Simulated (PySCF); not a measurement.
SMILES O=CCCc1ccco1 (GFN2-xTB optimised geometry):

```
17

O     -1.293    -1.445     3.602
C     -1.244    -1.952     2.519
C     -2.212    -1.708     1.398
C     -1.504    -1.656     0.037
C     -0.511    -0.542     0.000
C      0.852    -0.542     0.000
C      1.250     0.818     0.000
C      0.099     1.540     0.004
O     -0.971     0.727     0.003
H     -0.447    -2.680     2.264
H     -2.758    -0.782     1.585
H     -2.928    -2.535     1.403
H     -2.251    -1.506    -0.745
H     -0.983    -2.595    -0.152
H      1.494    -1.399    -0.005
H      2.251     1.197    -0.001
H     -0.087     2.595     0.007
```

Level of theory: PySCF with CAM-B3LYP/def2-SVP.

Question: What are the frontier orbital energies and the dipole moment?

Answer: HOMO-2 -9.46 eV, HOMO-1 -8.69 eV, HOMO -7.73 eV, LUMO 0.83 eV, LUMO+1 1.58 eV; dipole moment 2.67 D.

Meta-Löwdin charges at CAM-B3LYP/def2-SVP: O1 -0.37, C2 0.29, C3 -0.21, C4 -0.18, C5 0.16, C6 -0.18, C7 -0.16, C8 0.05, O9 -0.25, H10 0.05, H11 0.11, H12 0.11, H13 0.11, H14 0.10, H15 0.11, H16 0.12, H17 0.12.
